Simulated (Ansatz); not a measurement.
Saddle point of Si3H8O, closed shell (Si₂H₄ ([SiH][SiH3]) + SiH₄O ([OH][SiH3]) → Si₃H₈O ([SiH3][O][SiH2][SiH3]); bonds formed: Si1–H3; dative contacts that become bonds: Si1–O4; bonds broken: H3–O4), PBE0-D4/def2-TZVP structure:

Si1  (-1.431, -0.818, -0.004)
Si2  (0.656, -1.846, 0.357)
H3  (-1.711, 0.454, -1.017)
O4  (-1.113, 1.055, -0.135)
Si5  (0.298, 1.916, -0.388)
H6  (-2.117, -0.900, 1.326)
H7  (1.611, -1.474, -0.724)
H8  (1.294, -1.536, 1.668)
H9  (0.425, -3.316, 0.287)
H10  (1.240, 1.560, 0.702)
H11  (0.876, 1.542, -1.703)
H12  (-0.028, 3.361, -0.369)
(Å)

Energies are electronic, without zero-point energy. Barriers and step energies count from the start structure reached by relaxing down the imaginary mode; all methods use the PBE0-D4 structures, on which another method's saddle can fall below an end. Ansatz 0.2.0; basis: def2-TZVPP, with def2-QZVPP for the basis limit; cores frozen in the correlated methods. B3LYP uses VWN-RPA correlation. Extrapolation: Hartree–Fock as exp(−7.88 √X), correlation as X^−2.97.

```json
{"method": "SPW92", "barrier (kJ/mol)": "54.4", "step energy (kJ/mol)": "-228.2"}
{"method": "PBE-D4", "barrier (kJ/mol)": "62.6", "step energy (kJ/mol)": "-231.9"}
{"method": "BLYP-D4", "barrier (kJ/mol)": "70.0", "step energy (kJ/mol)": "-239.4"}
{"method": "r2SCAN-D4", "barrier (kJ/mol)": "65.0", "step energy (kJ/mol)": "-259.8"}
{"method": "B97M-V", "barrier (kJ/mol)": "82.2", "step energy (kJ/mol)": "-250.8"}
{"method": "PBE0-D4", "barrier (kJ/mol)": "?", "step energy (kJ/mol)": "-246.4"}
{"method": "B3LYP-D4", "barrier (kJ/mol)": "83.2", "step energy (kJ/mol)": "-251.8"}
{"method": "r2SCAN0-D4", "barrier (kJ/mol)": "81.4", "step energy (kJ/mol)": "-264.0"}
{"method": "BHLYP-D4", "barrier (kJ/mol)": "104.0", "step energy (kJ/mol)": "-267.9"}
{"method": "CAM-B3LYP-D4", "barrier (kJ/mol)": "87.3", "step energy (kJ/mol)": "-262.4"}
{"method": "wB97X-V", "barrier (kJ/mol)": "?", "step energy (kJ/mol)": "-263.0"}
{"method": "wB97M-V", "barrier (kJ/mol)": "94.0", "step energy (kJ/mol)": "-244.5"}
{"method": "B2PLYP", "barrier (kJ/mol)": "80.1", "step energy (kJ/mol)": "-262.4"}
{"method": "PBE-QIDH", "barrier (kJ/mol)": "86.2", "step energy (kJ/mol)": "-263.4"}
{"method": "RPA on PBE", "barrier (kJ/mol)": "?", "step energy (kJ/mol)": "-249.4"}
{"method": "HF", "barrier (kJ/mol)": "133.6", "step energy (kJ/mol)": "-293.3"}
{"method": "MP2", "barrier (kJ/mol)": "79.4", "step energy (kJ/mol)": "-266.0"}
{"method": "CCSD", "barrier (kJ/mol)": "99.4", "step energy (kJ/mol)": "-259.9"}
{"method": "CCSD(T)", "barrier (kJ/mol)": "89.0", "step energy (kJ/mol)": "-254.6"}
```

(1) Fill in the withheld barriers. (Judge from chemistry; the value comes from the calculation.)

The T1 diagnostic stays at or below 0.015. The restricted Hartree–Fock reference is unstable towards an unrestricted one at one or more of these structures.

## Answers

(1) Computed: RPA on PBE 85.9; PBE0-D4 80.5; wB97X-V 87.9 kJ/mol. Each is the energy of the saddle less that of the start structure, by the same method.

For comparison, the barrier by CCSD(T) at an estimated basis limit (MP2 extrapolated from triple and quadruple zeta, plus CCSD(T) − MP2 in triple zeta) is 87.6 kJ/mol.

Losses and insertions of silylenes and their heavier kin drive the gas-phase chemistry of silicon and germanium vapour deposition.

Labels in which every atom is bracketed show which atoms are joined, not bond orders.

For scale, one of the runs: CCSD(T)/def2-TZVPP, 269 basis functions, launched by `ansatz run in.yaml --threads 4 --pin off --events-out ev --progress --plain --max-ram 9574MiB`. Time: 2.2 min of wall clock on 4 CPU threads of an Arm Neoverse V2; the host was shared. Peak host memory: 6.2 GiB.
